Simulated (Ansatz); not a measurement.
```yaml
crystal:
  periodic: [false, false, false]
  atoms:
    - {symbol: F, position_ang: [0.021080, 1.427847, 2.069873]}
    - {symbol: C, position_ang: [0.520567, 0.220965, 1.791367]}
    - {symbol: C, position_ang: [0.364405, -0.314543, 0.583076]}
    - {symbol: F, position_ang: [0.892492, -1.527560, 0.378570]}
    - {symbol: C, position_ang: [-0.324065, 0.303053, -0.518063]}
    - {symbol: C, position_ang: [-0.490341, -0.215079, -1.727732]}
    - {symbol: F, position_ang: [-1.131211, 0.405090, -2.689046]}
    - {symbol: F, position_ang: [-0.064076, -1.375424, -2.145713]}
    - {symbol: H, position_ang: [1.041944, -0.258249, 2.608175]}
    - {symbol: H, position_ang: [-0.747695, 1.282600, -0.347604]}
basis:
  gaussian: {orbitals: def2-TZVPP}
hamiltonian: {xc: {name: rPW86-PBE}}
smearing: {width: 0.1}
output: {forces: true}
```

```sh
$ ansatz run in.yaml --threads 8 --pin off --events-out ev --progress --plain --max-ram 18278MiB
```

Question: How does Ansatz answer? (Best estimate.)

Answer: Ansatz gave: The program refused the input.
```
Error: YAML parse error: error: line 17 column 1: unknown field `smearing`, expected one of crystal, accuracy, basis, kpoints, hamiltonian, magnetization, projection, total_charge, correlation, batch, efield, external_charges, scf, relax, neb, saddle, md, ramp, phonons, dielectric, real_time, elastic, magnetic_configurations, gw, evaluate, workflow, output, checkpoint, execution
15 |   gaussian: {orbitals: def2-TZVPP}
16 | hamiltonian: {xc: {name: rPW86-PBE}}
17 | smearing: {width: 0.1}
18 | output: {forces: true}
```
